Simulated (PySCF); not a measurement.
Be(Et)(SiH3), C2H8BeSi, SMILES C[CH2][Be][SiH3], PBE0/def2-SVP optimised geometry.

```
12

Be    -0.37    -0.25     0.00
C      1.32    -0.25     0.00
C      2.03     0.45     1.17
H      1.65     0.20    -0.96
H      1.66    -1.30    -0.06
H      1.77     0.00     2.14
H      1.77     1.52     1.23
H      3.13     0.39     1.08
Si    -2.56    -0.27    -0.03
H     -3.13     0.89    -0.80
H     -3.15    -0.18     1.35
H     -3.11    -1.52    -0.65
```

Density from PySCF with PBE0/def2-TZVP at that geometry.

Minimum of the electron density along straight lines between bonded atoms, close to the bond critical point (lines longer than 1.1 times the sum of covalent radii, or with two minima, are not listed):

| bond | length / Å | ρ at the minimum / e bohr⁻³ | ∇²ρ there / e bohr⁻⁵ | position (fraction from the first atom) |
|---|---|---|---|---|
| Be1–C2 | 1.686 | 0.102 | 0.33 | 0.33 |
| C2–C3 | 1.535 | 0.235 | -0.55 | 0.50 |
| C2–H4 | 1.109 | 0.259 | -0.82 | 0.63 |
| C2–H5 | 1.109 | 0.259 | -0.82 | 0.63 |
| C3–H6 | 1.102 | 0.271 | -0.91 | 0.64 |
| C3–H7 | 1.102 | 0.271 | -0.91 | 0.64 |
| C3–H8 | 1.103 | 0.271 | -0.91 | 0.64 |
| Be1–Si9 | 2.192 | 0.071 | -0.02 | 0.30 |
| Si9–H10 | 1.501 | 0.114 | 0.16 | 0.49 |
| Si9–H11 | 1.502 | 0.114 | 0.16 | 0.49 |
| Si9–H12 | 1.502 | 0.114 | 0.16 | 0.49 |
